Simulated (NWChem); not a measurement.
# B-trichloroborazine (B3N3H3Cl3); SMILES ClB1NB(Cl)NB(Cl)N1

```xyz
12

Cl    -0.8472    -3.1085     0.0000
B     -0.3777    -1.3858     0.0000
N     -1.3698    -0.3607     0.0000
B     -1.0113     1.0200     0.0000
Cl    -2.2684     2.2880     0.0000
N      0.3725     1.3666     0.0000
B      1.3890     0.3658     0.0000
Cl     3.1157     0.8205     0.0000
N      0.9973    -1.0059     0.0000
H     -2.3488    -0.6185     0.0000
H      0.6387     2.3433     0.0000
H      1.7100    -1.7248     0.0000
```
Atoms are numbered in this order, from 1.

Level: B3LYP/6-31G* (spherical d) (NWChem), optimised geometry, unscaled harmonic frequencies. 

```
frequency (cm⁻¹)  IR intensity (km/mol)
----------------  ---------------------
95                                  1.1
144                                 0.0
144                                 0.0
166                                 2.0
166                                 2.0
354                                 0.0
376                                 9.4
376                                 9.4
387                                 0.0
551                                 0.0
551                                 0.0
658                                26.2
686                                 0.0
686                                 0.0
734                               289.6
747                               110.1
747                               110.1
871                                 0.0
1049                               84.2
1049                               84.2
1133                                0.0
1241                                0.0
1307                                0.0
1369                                1.1
1369                                1.1
1486                             1182.3
1486                             1182.3
3610                               79.6
3610                               79.6
3610                                0.0
```

```
Item                                                                               Result
-----------------------------------------------------------------------  ----------------
zero-point energy                                                           43.9 kcal/mol
thermal correction to the enthalpy at 298.15 K (with zero-point energy)     50.0 kcal/mol
heat capacity Cv                                                         30.9 cal/(mol K)
entropy at 298.15 K and 1 atm (symmetry number 6)                        91.1 cal/(mol K)
dipole moment                                                                      0.00 D
```

Rigid rotor and harmonic oscillator; modes under 100 cm⁻¹ make the entropy uncertain.
